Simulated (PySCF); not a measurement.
Species: H6OSeSi2.
Atom-mapped SMILES: `[SiH3:1][O:2][SiH2:3][SeH:4]` (hydrogens: H5, H6, H7 on Si1; H8, H9 on Si3; H10 on Se4)

Method: PySCF 2.14.0, PBE0-D3(BJ)/def2-SVP geometry optimisation, gas phase.

Give the optimised bond lengths and angles.

| bond | length (pm) |
| --- | --- |
| Si1–O2 | 166.7 |
| O2–Si3 | 165.4 |
| Si3–Se4 | 227.9 |
| Si1–H5, Si1–H6, Si1–H7 | 149.2 |
| Si3–H8, Si3–H9 | 148.8 |
| Se4–H10 | 147.1 |

Bonds in one row agree within 1 pm and their mean is given. A selection of angles:
| angle | degrees |
| --- | --- |
| O2–Si1–H5 | 107.3 |
| O2–Si1–H6 | 110.4 |
| H5–Si1–H6 | 109.7 |
| Si1–O2–Si3 | 140.0 |
| O2–Si3–Se4 | 112.0 |
| O2–Si3–H8 | 107.5 |
| O2–Si3–H9 | 111.0 |
| Se4–Si3–H8 | 111.0 |
| Se4–Si3–H9 | 103.9 |
| H8–Si3–H9 | 111.5 |
| Si3–Se4–H10 | 93.2 |

Torsions: Si1–O2–Si3–Se4 26° (synperiplanar); H10–Se4–Si3–O2 68° (synclinal). The mirror-image conformer, all signs reversed, is as good.

Se4 (selenium bonded to Si and H) is bent (angle 93.2°). Si1 (oxygen-bound silicon) is tetrahedral (angles from 107.3° to 110.4°). Si3 (oxygen-bound silicon) is distorted tetrahedral (angles from 103.9° to 112.0°).

Point group: C1 (no symmetry element, even within 0.4 Å). No PBE0-D3(BJ)/def2-SVP frequencies stand behind this structure, so it isn't proved a minimum. The numbers are those of one conformer (Si1–O2–Si3–Se4 26°, O2–Si3–Se4–H 68°).

On one thread, Arm Neoverse V1 (aarch64) (shared host), this took 56 s and 0.46 GiB of memory at its peak. This is the geometry optimisation.
